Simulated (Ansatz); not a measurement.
Gas-phase reaction R1 → P1 + P2, each structure at its B3LYP-D3(BJ)/def2-TZVP stationary point, reached from a drawn start (curvature not checked).
R1, O3S (SMILES O=S(=O)=O) (charge 0, multiplicity 1):
```xyz
4

S      0.000     0.000     0.000
O      1.427     0.000     0.000
O     -0.713     1.235     0.000
O     -0.713    -1.235     0.000
```
P1: O atom, charge 0, multiplicity 3.
P2: SO2 (SMILES O=S=O), charge 0, multiplicity 1.

P less R. No zero-point or thermal terms; singlets are restricted closed shells; open shells are unrestricted; no spin–orbit coupling.

Cores are frozen in the correlated methods. CBS: X⁻³ extrapolation of the correlation energy, Hartree–Fock from the larger set.

The values were computed with Ansatz (Gaussian basis) for Hartree–Fock, density functionals and correlated methods. No computed number here is a measurement.

| level | reaction energy (kcal/mol) |
|---|---|
| HF/cc-pV(Q+d)Z | 33.02 |
| B97M-V/def2-TZVPP | 89.62 |
| CAM-B3LYP/def2-TZVPP | 84.17 |
| wB97X-V/def2-TZVPP | 86.95 |
| wB97M-V/def2-TZVPP | 85.12 |
| MP2/cc-pV(Q+d)Z | 93.99 |
| SCS-MP2/cc-pV(T+d)Z | [?] |
| CCSD/cc-pV(T+d)Z | [?] |
| CCSD(T)/CBS(cc-pV(T+d)Z, cc-pV(Q+d)Z) | [?] |

Problem. Fill in the missing entries.

Solution. 
- SCS-MP2/cc-pV(T+d)Z, reaction energy (kcal/mol): 85.39
- CCSD/cc-pV(T+d)Z, reaction energy (kcal/mol): 75.49
- CCSD(T)/CBS(cc-pV(T+d)Z, cc-pV(Q+d)Z), reaction energy (kcal/mol): 85.87

Ansatz is a program for electronic structure.
